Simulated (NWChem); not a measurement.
System meant: C₂H₂FI; SMILES C=C(F)I

Here is an NWChem input.

```
start job
memory heap 200 mb stack 700 mb global 900 mb
geometry units angstroms noautoz
  C     -1.220599     2.009555     0.000000
  C     -0.088977     1.316418     0.000000
  F      1.099423     1.889780     0.000000
  I      0.028873    -0.777950     0.000000
  H     -2.187864     1.510539     0.000000
  H     -1.171587     3.101424     0.000000
end
basis spherical
  * library def2-svp
end
dft
  xc xpbe96 cpbe96
  iterations 150
  mulliken
end
task dft energy
```

End of the output:

```
             Grid Information
             ----------------
          Grid used for XC integration:  medium
          Radial quadrature: Mura-Knowles
          Angular quadrature: Lebedev.
          Tag              B.-S. Rad. Rad. Pts. Rad. Cut. Ang. Pts.
          ---              ---------- --------- --------- ---------
          C                   0.70       49          10.0       434
          F                   0.50       49           9.0       434
          I                   1.40      123          11.0       590
          H                   0.35       45          11.0       434
          Grid pruning is: on
          Number of quadrature shells:   360
          Spatial weights used:  Erf1

          Convergence Information
          -----------------------
          Convergence aids based upon iterative change in
          total energy or number of iterations.
          Levelshifting, if invoked, occurs when the
          HOMO/LUMO gap drops below (HL_TOL):  1.00D-02
          DIIS, if invoked, will attempt to extrapolate
          using up to (NFOCK): 10 stored Fock matrices.

                    Damping( 0%)  Levelshifting(0.5)       DIIS
                  --------------- ------------------- ---------------
          dE  on:    start            ASAP                start
          dE off:    2 iters        150 iters           150 iters

      Screening Tolerance Information
      -------------------------------
          Density screening/tol_rho:  1.00D-10
          AO Gaussian exp screening on grid/accAOfunc:  14
          CD Gaussian exp screening on grid/accCDfunc:  20
          XC Gaussian exp screening on grid/accXCfunc:  20
          Schwarz screening/accCoul:  1.00D-08

      Superposition of Atomic Density Guess
      -------------------------------------

      charge =      53.0 I (Iodine)

      symmetry species            s     p     d     f
      number of basis functions =10     7     6
      number of cont. functions = 4     4     2
      number of closed shells   = 5     3     2
      number of open shells     = 0     1     0
      open shell occupation     = 0     5     0
 ------------------------------------------------------------------------
 atomscf:atomd: error in atom scf                   0
 ------------------------------------------------------------------------
 ------------------------------------------------------------------------
  current input line :
    19: task dft energy
 ------------------------------------------------------------------------
 ------------------------------------------------------------------------
 This error has not yet been assigned to a category
 ------------------------------------------------------------------------
 For more information see the NWChem manual at https://nwchemgit.github.io

0:atomscf:atomd: error in atom scf:Received an Error in Communication
```

Question: Can this run be used? If not, why, and what is the fix?

Answer: The program stopped with an error. Cause: the def2 basis of a heavy element holds valence functions alone and wants its effective core potential (without it all electrons must fit into that basis). This input runs:
```
start job
memory heap 200 mb stack 700 mb global 900 mb
geometry units angstroms noautoz
  C     -1.220599     2.009555     0.000000
  C     -0.088977     1.316418     0.000000
  F      1.099423     1.889780     0.000000
  I      0.028873    -0.777950     0.000000
  H     -2.187864     1.510539     0.000000
  H     -1.171587     3.101424     0.000000
end
basis spherical
  C library def2-svp
  F library def2-svp
  I library def2-svp
  H library def2-svp
end
ecp
  I library def2-ecp
end
dft
  xc xpbe96 cpbe96
  iterations 150
  mulliken
end
task dft energy
```
It converges to -474.57729 Ha (PBE/def2-SVP with def2 effective core potentials on I).
